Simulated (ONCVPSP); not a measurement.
# Before and after: ONCV potential for K (Z = 19)

potassium (K), optimised norm-conserving Vanderbilt (ONCV), made with ONCVPSP 4.0.1 (LDA (Perdew-Wang 92), scalar-relativistic). Core [Ne], reference 3s2 3p6 4s0.5 4p0.5. Waves: 3s+4s: rc 1.95 bohr, ncon 3, nbas 6, qcut 7.6 1/bohr, 2 projectors; 3p+4p: rc 2.50 bohr, ncon 4, nbas 7, qcut 6.4 1/bohr, 2 projectors; d scattering state at 0.12 Ha: rc 2.00 bohr, ncon 3, nbas 6, qcut 5.7 1/bohr, 2 projectors, debl 0.6 Ha; f scattering state at 0.4 Ha: rc 2.75 bohr, ncon 4, nbas 7, qcut 4.6 1/bohr, 2 projectors, debl 2.3 Ha. Local part: polynomial inside 1.55 bohr (lpopt 3, dvloc0 6 Ha). Core correction: Teter function, fcfact 4.25, rcfact 1.4.

All-electron outer shells of the reference configuration (LDA (PZ), scalar-relativistic, ld1.x):

| shell | level (eV) | outermost node (bohr) | outermost maximum (bohr) |
| --- | --- | --- | --- |
| 2p | -280.80 | – | 0.26 |
| 3s | -35.94 | 0.48 | 1.07 |
| 3p | -19.59 | 0.45 | 1.15 |
| 4s | -2.79 | 1.58 | 3.98 |
| 4p | -1.16 | 1.87 | 5.71 |

Change: all radii but the core radius scaled by about 1.33 (s 2.58, p 3.32, d 2.66, f 3.64 bohr); local potential polynomial inside 2.06 bohr (lpopt 3, dvloc0 6 Ha).

Cutoffs: the cutoffs (Ha) at which the residual kinetic energy of the hardest occupied pseudo-wave falls to 1 and 0.1 mHa per electron; they do not see the model core or the augmentation charge, which bear on the density cutoff. Errors are all-electron minus pseudo energies relative to the spin-unpolarised reference configuration.

Problem. What does the change do?

Solution. The potential gets softer (15 Ha and 18 Ha → 8.5 Ha and 10 Ha); of the 4 tests that both files solve, the error grows in 1 and shrinks in 0 by more than 15 % and 0.3 meV (median size 0.0 → 0.1 meV); neither file shows a bound ghost. A larger radius leaves more room for a smooth pseudo-wave, so fewer plane waves are needed.

| quantity | base | changed |
| --- | --- | --- |
| cutoff, loose | 15 Ha | 8.5 Ha |
| cutoff, tight | 18 Ha | 10 Ha |
| loose cutoff by channel | s 15 Ha, p 11 Ha | s 4.7 Ha, p 8.5 Ha |
| bound ghosts | none | none |
| GHOST(+) flags under 300 eV | none | none |
| error for 3s2 3p6 4s1 4p0, meV [ΔE -0.80 eV] | 0.0 | -0.1 |
| error for 3s2 3p6 4s0 4p0, meV [ΔE 3.60 eV] | -0.1 | -0.2 |
| error for 3s2 3p6 4s0.5 4p0, meV [ΔE 0.91 eV] | 0.0 | 0.0 |
| error for 3s1 3p6 4s1 4p0, meV [ΔE 41.03 eV] | -69 | -291 |
| rms error of d²Exc/dni dnj with the model core, mHa | 0.26 | 0.75 |
